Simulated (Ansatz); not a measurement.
# Which isomer of Cl2H4SiSn gives these data?

These gas-phase data were calculated for one isomer of Cl2H4SiSn at r2SCAN-D4/def2-SVP (harmonic, unscaled wavenumbers; equilibrium rotational constants with average atomic masses):

```
rotational constants            : 1.633, 1.56, 0.9605 GHz
all wavenumbers above 1500 cm⁻¹ : 2258, 2247, 2227, 1924
```

Candidates:

(1) `[SiH3][SnH]([Cl])[Cl]`, a singlet
(2) `Cl[SiH](Cl)[SnH3]`, a singlet
(3) `Cl[SiH2][SnH2][Cl]`, a singlet

Task: Which structure fits?

Result: Candidate (1). 3 modes lie between 2000 and 2380 cm⁻¹, one for each Si–H bond, while (2) has 1, (3) has 2.

The same quantities for all candidates:

|  | rotational constants (GHz) | wavenumbers above 1500 cm⁻¹ | E above the lowest, r2SCAN-D4/def2-SVP (kcal/mol) |
| --- | --- | --- | --- |
| (1) | 1.633, 1.56, 0.9605 | 2258, 2247, 2227, 1924 | 0.0 |
| (2) | 2.216, 0.8723, 0.6608 | 2237, 1939, 1933, 1919 | 3.1 |
| (3) | 4.422, 0.7447, 0.6488 | 2247, 2231, 1933, 1918 | 3.9 |

Harmonic stretches to hydrogen usually lie a few per cent above observed fundamentals. Each candidate is one conformer. Atoms past krypton carry core potentials. Programs: Ansatz 0.2.0.
